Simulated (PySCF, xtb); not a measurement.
HfO₂, SMILES [O]=[Hf]=[O] (connectivity only; charge and spin as stated), charge -1, multiplicity 2.

Harmonic wavenumbers (cm⁻¹) from GFN2-xTB (xtb) at its own minimum, in rising order: 79, 681, 700.

### Question
What does B3LYP-D3(BJ)/def2-TZVPD run with PySCF give at its own minimum? (The exact figures need the calculation; the answer reports its results.)

### Answer
258, 761, 845. Paired by order, the mean absolute difference is 135 cm⁻¹ and the zero-point energies are 2.1 and 2.7 kcal/mol.
